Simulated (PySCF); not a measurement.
## Static response to an electric field

Compound: C₇H₆NP.
Geometry (GFN2-xTB, Å), atoms numbered from 1 in this order:
```xyz
15
C7H6NP angstrom
C     -0.1394    2.6689   -1.4278
C      0.1269    1.6166   -0.9150
C      0.4210    0.3667   -0.3009
N      1.6905   -0.0200   -0.3907
C      2.0907   -1.1575    0.1355
C      1.3115   -2.0705    0.8199
P     -0.3852   -1.8614    1.1089
C     -0.6235   -0.3229    0.3240
C     -2.0032    0.2656    0.3288
H     -0.3582    3.5900   -1.8806
H      3.1479   -1.3603   -0.0050
H      1.7738   -2.9717    1.2021
H     -2.3592    0.4134   -0.6912
H     -2.0012    1.2407    0.8165
H     -2.6968   -0.3897    0.8536
```

Level: B3LYP/def2-SVPD (PySCF), static field, nuclei fixed, core orbitals frozen in the response. The polarisability tensor in these axes (au):

```
x   116.28 -14.26  -4.14
y   -14.26 139.75 -36.92
z    -4.14 -36.92  87.14
```

**Question.** Give the principal values, the mean and the anisotropy Δα = √{½[(α1 − α2)² + (α2 − α3)² + (α1 − α3)²]}.

**Answer.** Principal values 65.98, 115.76 and 161.42 au; mean 114.39 au = 16.95 Å³ = 18.86 × 10⁻⁴⁰ C²·m²/J; Δα = 82.67 au (72 % of the mean).

**Question.** What is the dipole moment, and where does it point?

**Answer.** (-1.05, -0.30, 0.41) D, 1.16 D in size, pointing from the negative to the positive side. Measured along this direction, the outermost atoms are H11 at the negative end and H15 at the positive end.

**Question.** In TDDFT the mean static polarisability is Σ f/ω² over all singlet excitations (ω in hartree). How much of it do the 8 lowest give? Their energies (eV) and oscillator strengths: 3.83, 0.0050; 4.23, 0.0694; 4.45, 0.0010; 4.62, 0.0022; 4.96, 0.0576; 5.17, 0.0055; 5.33, 0.0004; 5.40, 0.1981.

**Answer.** They add up to 10.17 au, 8.9 % of the 114.39 au; the largest single term is 5.03 au, from the state at 5.40 eV. Terms in order: 0.25, 2.87, 0.04, 0.07, 1.74, 0.15, 0.01, 5.03 au. Higher excitations give the rest. The strengths listed sum to 0.339.

**Question.** Give the principal axes and the span of the nuclei along them.

**Answer.** Largest value along (-0.24, 0.88, -0.42), where the nuclei span 7.55 Å; middle along (0.95, 0.12, -0.29), 5.68 Å; least along (0.20, 0.47, 0.86), 1.76 Å. The response follows the extents in order.

**Question.** What are the principal values of the traceless quadrupole moment, Θ = ½Σq(3rr − r²1), about the centre of nuclear charge?

**Answer.** -8.92, -4.88, 13.79 D·Å. The values depend on the origin, since the dipole doesn't vanish. The electronic extent ⟨r²⟩ about the same centre is 1307 bohr², a root-mean-square distance of 2.29 Å for the 70 electrons.

Isolated species at its GFN2-xTB geometry, gas phase.
